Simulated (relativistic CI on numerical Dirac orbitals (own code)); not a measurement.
## What each ingredient does to the levels of Tl²⁹⁺

Base calculation: Dirac-Coulomb-Breit CI, separate exchange-only KLI orbitals for each configuration, a model potential for QED, unscaled Slater integrals.

Configurations in the expansion (outside the closed core [Ar] 3d10 4p6 4d10): 4s2 4f6, 4s2 4f5 5s, 4s2 4f4 5s2, 4s 4f7, 4s2 4f5 6s, 4f8. Levels of other configurations are missing.

Variants: (1) configuration mixing switched off. Shifts of the energy above 4s2 4f6 5D_0, in cm⁻¹, for the lowest level and the first level of each name with at least 55 % of one term (blank where a level changes its place among those of its configuration and J or its character, or is not in the variant):

```csv
Level,Base,Δ(1)
4s2 4f6 5D_0,0.0,0.0
4s2 4f6 7F_2,36412.8,-60.0
4s2 4f6 7F_3,48812.7,-68.7
4s2 4f6 7F_4,58392.0,-70.9
4s2 4f6 7F_5,65044.8,-66.4
4s2 4f6 7F_0,65189.7,-19.1
4s2 4f6 5D_2,109653.5,-38.3
4s2 4f6 5L_8,122848.0,-68.5
4s2 4f6 5L_9,130416.2,-73.4
4s2 4f6 5F_1,148994.9,-29.9
4s2 4f6 3O_11,172981.0,-94.3
4s2 4f6 3O_12,176759.5,-94.3
```

At this charge energies of transitions that change n are usually good to better than 1 %, and those within a shell (Δn = 0) to a few per cent. Terms inside the open d or f shell come out 10 to 20 % too wide with unscaled integrals.

Ionisation energy from the two ground configurations alone: base 1039.99 eV. The NIST ASD value (theoretical) is 1060 eV.

LS names give the leading component of a level, which can be under half, so a name can repeat, a term be missing and a line seem to break the LS rules.
